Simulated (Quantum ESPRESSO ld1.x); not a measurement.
Problem. Radial electron density D(r) = 4 pi r^2 rho(r) of an atom or ion with 31 electrons. Calculated with ld1.x of Quantum ESPRESSO 7.5: scalar-relativistic Kohn-Sham, LDA (Slater exchange, Perdew-Zunger correlation), spin-polarised, spherical densities, point nucleus.

r (bohr)  D(r) (e/bohr)   spin D(r)
0.001024          1.515  -0.0000192
0.001334          2.407  -0.0000291
0.001737          3.788  -0.0000423
0.002261          5.891  -0.0000566
0.002921          8.905  -0.0000629
0.003804          13.37  -0.0000341
0.004953          19.56    0.000107
0.006449          27.65    0.000556
0.008398          37.43     0.00178
0.01093           47.90     0.00486
0.01424           57.10      0.0120
0.01839           62.36      0.0269
0.02395           62.20      0.0569
0.03118           57.57       0.109
0.04061           54.01       0.185
0.05288           58.46       0.262
0.06885           70.95       0.282
0.08965           79.80       0.184
0.1158            73.17      0.0264
0.1508            57.47      0.0396
0.1964            54.04       0.383
0.2557            62.54       0.627
0.3329            56.67       0.255
0.4335            32.36      0.0384
0.5645            13.73        1.00
0.7292            7.484        1.83
0.9495            3.482        1.19
1.236            0.7109       0.282
1.61            0.04632      0.0211
2.096         0.0007274    0.000388

What is the nuclear charge?

Solution. Z = 49. The innermost maximum, from 1s, lies near gamma/Z bohr with gamma = sqrt(1 - (Z/c)^2) = 0.934, here 0.0191 bohr (found: 0.0207), and its height grows with Z. The density is that of the indium ion In18+ in [Ar] 3d10 4s2 4p1; the configuration itself is not fixed sharply by these data, and Z only to a few units. D(r) has 3 maxima, at r = 0.0207, 0.0918, 0.275 bohr, and minima at 0.0413, 0.180 bohr, inside which lie 2.01, 11.16 electrons.
